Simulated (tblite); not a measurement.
C₄H₁₂BFSi₂.
Bonds: C1–C2, C2–B3, B3–Si4, Si4–F5, C2–C6, C6–Si7, Si7–C8, C2–C8. Hydrogens: H9, H10, H11 on C1; H12 on B3; H13, H14 on Si4; H15, H16 on C6; H17, H18 on Si7; H19, H20 on C8.

Computed with GFN2-xTB (tblite), gas phase: L-BFGS steps from a force-field or distance-geometry start until the largest atomic force falls under 0.01 eV/Å.

Step 17: E = -656.4620 eV
```
atom  x, y, z in Å  |  force x, y, z in eV/Å
C1     -0.0102   -1.2330    1.1048   -0.023  -0.002   0.009
C2     -0.2161   -0.3621   -0.1427   -0.003  -0.076   0.061
B3      1.1097   -0.2556   -0.9840   -0.060  -0.010  -0.015
Si4     2.7527    0.4862   -0.2257   -0.017   0.023   0.000
F5      3.2416    1.7371   -1.1467    0.005  -0.014  -0.025
C6     -1.4874   -0.8116   -0.9230    0.019  -0.039   0.017
Si7    -2.3708    0.8377   -0.5777   -0.014  -0.014  -0.014
C8     -0.6903    1.0649    0.2923    0.025   0.014   0.024
H9      0.7838   -0.8253    1.7329   -0.054  -0.068  -0.053
H10    -0.9304   -1.2689    1.6907    0.050  -0.010  -0.033
H11     0.2593   -2.2534    0.8242   -0.016   0.086   0.033
H12     1.0841   -0.6443   -2.0915    0.049   0.053  -0.068
H13     3.9223   -0.3972   -0.2321    0.047  -0.019   0.012
H14     2.7209    1.1284    1.0902   -0.003   0.024   0.055
H15    -1.9402   -1.7049   -0.4988   -0.036  -0.021   0.002
H16    -1.2868   -1.0243   -1.9705   -0.014  -0.020  -0.016
H17    -3.5582    0.7923    0.2766    0.009  -0.008   0.041
H18    -2.6121    1.7107   -1.7246    0.008   0.017  -0.038
H19    -0.7157    1.1673    1.3737    0.009   0.040   0.056
H20    -0.0613    1.8667   -0.0879    0.020   0.045  -0.047
```

Step 18: E = -656.4635 eV
```
atom  x, y, z in Å  |  force x, y, z in eV/Å
C1     -0.0104   -1.2357    1.1056   -0.029   0.025  -0.027
C2     -0.2162   -0.3660   -0.1425   -0.017  -0.018   0.010
B3      1.1095   -0.2538   -0.9839   -0.031  -0.015  -0.017
Si4     2.7545    0.4863   -0.2249   -0.017  -0.002   0.022
F5      3.2404    1.7368   -1.1472    0.014  -0.006  -0.036
C6     -1.4893   -0.8131   -0.9233    0.020  -0.027   0.027
Si7    -2.3737    0.8376   -0.5777    0.033  -0.025  -0.010
C8     -0.6900    1.0646    0.2902    0.037  -0.025   0.016
H9      0.7829   -0.8281    1.7328   -0.029  -0.050  -0.034
H10    -0.9302   -1.2689    1.6890    0.010  -0.019   0.003
H11     0.2586   -2.2558    0.8276   -0.013   0.059   0.016
H12     1.0902   -0.6352   -2.0948    0.024   0.057  -0.053
H13     3.9266   -0.3964   -0.2261    0.021  -0.004   0.002
H14     2.7256    1.1308    1.0902   -0.010   0.022   0.053
H15    -1.9424   -1.7045   -0.4953   -0.040  -0.026  -0.011
H16    -1.2919   -1.0277   -1.9719   -0.009  -0.016   0.017
H17    -3.5609    0.7969    0.2778    0.018  -0.013   0.037
H18    -2.6160    1.7121   -1.7242    0.012   0.008  -0.031
H19    -0.7125    1.1651    1.3721    0.008   0.058   0.039
H20    -0.0600    1.8656   -0.0932   -0.004   0.018  -0.025
```

Question: Estimate the geometry and energy of step 19. (The exact step hangs on the optimiser's Hessian estimate; all steps are aligned on step 18, rigid shifts and turns removed.)

Answer: E = -656.4644 eV, largest force 0.069 eV/Å
```
atom  x, y, z in Å  |  force x, y, z in eV/Å
C1     -0.0111   -1.2368    1.1056   -0.027   0.030  -0.036
C2     -0.2165   -0.3686   -0.1421   -0.018   0.025  -0.030
B3      1.1086   -0.2531   -0.9843    0.004  -0.011  -0.016
Si4     2.7551    0.4865   -0.2242   -0.012  -0.014   0.034
F5      3.2399    1.7363   -1.1481    0.013  -0.011  -0.033
C6     -1.4900   -0.8146   -0.9230    0.005  -0.015   0.024
Si7    -2.3748    0.8372   -0.5779    0.053  -0.022  -0.003
C8     -0.6891    1.0642    0.2895    0.031  -0.035   0.007
H9      0.7819   -0.8308    1.7320    0.000  -0.023  -0.010
H10    -0.9299   -1.2692    1.6882   -0.028  -0.020   0.030
H11     0.2580   -2.2560    0.8298   -0.008   0.016  -0.004
H12     1.0942   -0.6289   -2.0979    0.005   0.059  -0.036
H13     3.9294   -0.3961   -0.2227   -0.004   0.012  -0.003
H14     2.7279    1.1325    1.0912   -0.013   0.016   0.038
H15    -1.9444   -1.7048   -0.4935   -0.037  -0.027  -0.016
H16    -1.2949   -1.0298   -1.9725   -0.003  -0.015   0.036
H17    -3.5619    0.7991    0.2793    0.031  -0.015   0.027
H18    -2.6177    1.7131   -1.7246    0.015  -0.006  -0.016
H19    -0.7106    1.1652    1.3721    0.011   0.062   0.014
H20    -0.0593    1.8654   -0.0968   -0.019  -0.008  -0.008
```

The energy changes by -0.0010 eV. The first-order estimate −F·Δx gives -0.0014 eV and the mean of the old and new forces, exact on a quadratic surface, -0.0010 eV. The step makes an angle of 61° with the force vector and moves no atom by more than 0.008 Å.

The cost below is that of the whole relaxation. The run took 4.1 s on one thread of an Intel Xeon at 2.50 GHz, no GPU, shared host with 64 logical CPUs at a one-minute load of 63.
